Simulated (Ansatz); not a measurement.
C$_{3}$H$_{9}$BS (`CSB(C)C`). Charge 0, multiplicity 1. The structure was optimised at the PBE0-D4/def2-TZVP level. It is one conformer, not always the lowest.

```xyz
14

C    -1.096    1.812   -0.968
S     0.499    0.985   -1.162
B     0.496   -0.363    0.011
C    -0.712   -0.634    0.975
C     1.792   -1.246    0.039
H    -1.914    1.153   -1.256
H    -1.094    2.680   -1.627
H    -1.239    2.147    0.059
H    -1.687   -0.545    0.488
H    -0.707    0.115    1.778
H    -0.653   -1.614    1.453
H     2.589   -0.922   -0.632
H     2.193   -1.287    1.058
H     1.531   -2.280   -0.217
```

Q: What is the dipole moment at ωB97M-V/def2-TZVPP? (Estimate.)

A: Ansatz gave: 1.44 D, with components (-1.27, 0.17, 0.64) D in this frame, pointing from negative to positive charge.

Q: And with PBE, r2SCAN, B3LYP? (Estimate.)

A: Ansatz gave: PBE 1.43 D, r2SCAN 1.50 D, B3LYP 1.44 D.

Q: Give the Mulliken charges with ωB97M-V, B3LYP, PBE in def2-TZVPP. (Best estimate.)

A: The calculation gave: 
```json
{"atom": "C1", "ωB97M-V": "-0.35", "B3LYP": "-0.27", "PBE": "-0.26"}
{"atom": "S2", "ωB97M-V": "-0.08", "B3LYP": "-0.14", "PBE": "-0.13"}
{"atom": "B3", "ωB97M-V": "0.11", "B3LYP": "0.15", "PBE": "0.15"}
{"atom": "C4", "ωB97M-V": "-0.40", "B3LYP": "-0.35", "PBE": "-0.37"}
{"atom": "C5", "ωB97M-V": "-0.34", "B3LYP": "-0.31", "PBE": "-0.34"}
{"atom": "H6", "ωB97M-V": "0.13", "B3LYP": "0.11", "PBE": "0.11"}
{"atom": "H7", "ωB97M-V": "0.14", "B3LYP": "0.12", "PBE": "0.12"}
{"atom": "H8", "ωB97M-V": "0.14", "B3LYP": "0.11", "PBE": "0.11"}
{"atom": "H9", "ωB97M-V": "0.11", "B3LYP": "0.09", "PBE": "0.10"}
{"atom": "H10", "ωB97M-V": "0.13", "B3LYP": "0.10", "PBE": "0.11"}
{"atom": "H11", "ωB97M-V": "0.11", "B3LYP": "0.10", "PBE": "0.10"}
{"atom": "H12", "ωB97M-V": "0.09", "B3LYP": "0.09", "PBE": "0.09"}
{"atom": "H13", "ωB97M-V": "0.11", "B3LYP": "0.09", "PBE": "0.10"}
{"atom": "H14", "ωB97M-V": "0.11", "B3LYP": "0.09", "PBE": "0.10"}
```

B3LYP here is the variant with VWN-RPA as its local correlation; programs differ in this.
